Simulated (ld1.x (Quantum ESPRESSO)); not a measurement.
**Which change was made? (Ce, TM semilocal)**

ld1.x (Quantum ESPRESSO) 7.5 input, shortened:

```
&input
   title='Ce', zed=58., rel=1, dft='BP', iswitch=3,
   config='[Xe] 4f1 5d1 6s0 6p0'
 /
 &inputp
   pseudotype=1, tm=.true., lloc=1,
   nlcc=.false.
 /
4
5S  1  0   2.00   0.00  1.55  1.55  0.0
5D  3  2   1.00   0.00  3.75  3.75  0.0
4F  4  3   1.00   0.00  1.70  1.70  0.0
5P  2  1   6.00   0.00  1.85  1.85  0.0
 &test
   configts(1)='4f1 5s2 5p6 5d1 6s0 6p0'
 /
```

Cutoffs, loose and tight: the cutoffs (Ry, on a coarse ladder) from which the occupation-weighted sum of valence levels, in a spherical-Bessel basis at the reference potential, stays within 10 and 1 mRy of its value at 400 Ry. They do not see the model core or the augmentation charge, which bear on the density cutoff. Test errors are all-electron minus pseudo excitation energies from the reference, over the configurations 4f1 5s2 5p6 5d1 6s2 6p0; 4f1 5s2 5p6 5d1 6s1 6p0; 4f1 5s2 5p6 5d0 6s0 6p0; 4f1 5s1 5p6 5d1 6s2 6p0; 4f1 5s2 5p6 5d0 6s2 6p1; 4f0 5s2 5p6 5d2 6s2 6p0; 4f0 5s2 5p6 5d0 6s0 6p0; variants that change the core or the reference have their own tests. The largest error is taken over the tests solved by every variant that gives reliable tests at all, those not shown here included: 4f0 5s2 5p6 5d0 6s0 6p0; 4f0 5s2 5p6 5d2 6s2 6p0; 4f1 5s1 5p6 5d1 6s2 6p0; 4f1 5s2 5p6 5d0 6s0 6p0; 4f1 5s2 5p6 5d1 6s1 6p0; 4f1 5s2 5p6 5d1 6s2 6p0.

The base gives: outcome: generated; cutoff, loose: 110 Ry; cutoff, tight: 140 Ry; bound ghosts: none; largest test error (meV): +998.

**Question.** After one change the result is: outcome: generated; cutoff, loose: 90 Ry; cutoff, tight: 100 Ry; bound ghosts: none; largest test error (meV): +1116. Which change was it?
A. wave 4f (bound): rc 1.70 bohr becomes 4f (bound): rc 2.42 bohr
B. wave 4f (bound): rc 1.70 bohr becomes 4f (bound): rc 2.04 bohr
C. wave 4f (bound): rc 1.70 bohr becomes 4f (bound): rc 1.16 bohr

**Answer.** B. The others give: wave 4f (bound): rc 1.70 bohr becomes 4f (bound): rc 2.42 bohr → outcome: generated; cutoff, loose: 70 Ry; cutoff, tight: 90 Ry; bound ghosts: none; largest test error (meV): +1337 | wave 4f (bound): rc 1.70 bohr becomes 4f (bound): rc 1.16 bohr → outcome: generated; cutoff, loose: 200 Ry; cutoff, tight: 230 Ry; bound ghosts: none; largest test error (meV): +861.
